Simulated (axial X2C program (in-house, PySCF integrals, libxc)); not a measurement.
# Density and ELF of TiS⁻

Calculated with an in-house all-electron X2C program for linear molecules (integrals from PySCF). Two-component (2c) means X2C with spin–orbit coupling and atomic mean-field two-electron Coulomb and Gaunt terms. Basis: Ti dyall-acv3z [11s11p7d4f2g], S dyall-av3z [9s8p3d2f] (cores contracted in-house); Gaussian nuclei, density fitting, unrestricted open shells. Masses: Ti 47.948 u, S 31.972 u.

PBE0, two-component, state Ω = 3/2 (⟨Sz⟩ = -0.50, ⟨Lz⟩ = 2.00 at PBE0); Ti at z = 0, S at z = 2.136 Å.

The maps cover the half plane through the axis: z from -2.4 to 4.2 Å along the bond, ρ from 0.15 to 2.25 Å away from it.

log10 of the density in e/bohr³:

```
 ρ\z  -2.4  -1.8  -1.2  -0.6   0.0   0.6   1.2   1.8   2.4   3.0   3.6   4.2
0.15  -2.6  -2.3  -1.8  -0.3   1.4  -0.3  -0.9   0.0   0.4  -1.0  -1.8  -2.7
0.45  -2.6  -2.3  -1.9  -0.7   0.1  -0.7  -1.0  -0.7  -0.6  -1.1  -1.9  -2.8
0.75  -2.6  -2.4  -2.1  -1.3  -0.7  -1.2  -1.2  -0.9  -0.9  -1.3  -2.1  -2.9
1.05  -2.7  -2.4  -2.2  -1.8  -1.4  -1.7  -1.5  -1.3  -1.3  -1.7  -2.3  -3.1
1.35  -2.8  -2.5  -2.3  -2.0  -1.9  -2.0  -1.8  -1.7  -1.7  -2.0  -2.6  -3.3
1.65  -2.9  -2.7  -2.4  -2.3  -2.2  -2.2  -2.2  -2.1  -2.1  -2.4  -2.9  -3.5
1.95  -3.1  -2.8  -2.6  -2.5  -2.4  -2.5  -2.5  -2.5  -2.5  -2.8  -3.2  -3.7
2.25  -3.2  -3.0  -2.8  -2.7  -2.7  -2.8  -2.8  -2.8  -2.9  -3.1  -3.5  -4.0
```

Electron localisation function (collinear form, no current term, damped to 0 at low density):

```
 ρ\z  -2.4  -1.8  -1.2  -0.6   0.0   0.6   1.2   1.8   2.4   3.0   3.6   4.2
0.15  0.97  0.76  0.10  0.89  0.84  0.81  0.73  0.38  0.75  0.89  0.75  0.32
0.45  0.97  0.80  0.07  0.61  0.81  0.45  0.74  0.17  0.10  0.89  0.72  0.28
0.75  0.97  0.86  0.08  0.16  0.72  0.12  0.73  0.81  0.81  0.86  0.65  0.23
1.05  0.97  0.91  0.27  0.09  0.29  0.09  0.67  0.82  0.84  0.78  0.53  0.15
1.35  0.96  0.94  0.65  0.26  0.25  0.17  0.56  0.73  0.74  0.64  0.38  0.09
1.65  0.93  0.95  0.85  0.60  0.42  0.24  0.40  0.57  0.57  0.46  0.22  0.04
1.95  0.86  0.94  0.90  0.77  0.53  0.26  0.26  0.37  0.37  0.27  0.10  0.01
2.25  0.69  0.87  0.89  0.78  0.51  0.22  0.15  0.19  0.19  0.12  0.03  0.00
```

Axial spin density in 10⁻³ e/bohr³:

```
 ρ\z  -2.4  -1.8  -1.2   -0.6     0.0    0.6   1.2   1.8   2.4  3.0  3.6  4.2
0.15   2.2   3.8   1.3  -63.5  -175.8  -62.6   0.2   1.7  -0.3  4.2  0.9  0.2
0.45   2.1   3.6   2.8  -13.2  -141.8  -13.9   0.5   7.3   3.9  3.2  0.8  0.1
0.75   1.8   3.1   3.2   -5.8   -50.7   -8.3  -0.3   4.4   3.9  2.0  0.5  0.1
1.05   1.5   2.5   2.4   -3.9   -18.6   -6.7  -1.1   1.4   1.9  1.0  0.3  0.1
1.35   1.2   1.8   1.6   -2.1    -7.6   -4.3  -1.2   0.2   0.7  0.5  0.2  0.1
1.65   0.9   1.3   1.1   -1.0    -3.3   -2.4  -0.9  -0.1   0.2  0.2  0.1  0.0
1.95   0.6   0.9   0.7   -0.4    -1.5   -1.3  -0.6  -0.1   0.1  0.1  0.1  0.0
2.25   0.4   0.6   0.4   -0.1    -0.6   -0.6  -0.3  -0.1   0.0  0.0  0.0  0.0
```

Density functionals use the spin component along the axis (collinear). Without a current term, density functionals place determinants with orbital angular momentum somewhat too high. The state is one determinant with fixed occupations, lowest in a PBE0 search at one distance only: followed along the bond, the 2c determinant Ω = 5/2 reaches 0.05 eV lower at PBE0, at Re = 2.125 Å, so the state shown is not the lowest. The highest occupied level of some functionals is positive through self-interaction error; at Hartree–Fock it is bound. The determinant is spin-polarised beyond a pure state at some levels (its spin-free form has ⟨S²⟩ too high), which makes Re and μ there less reliable.
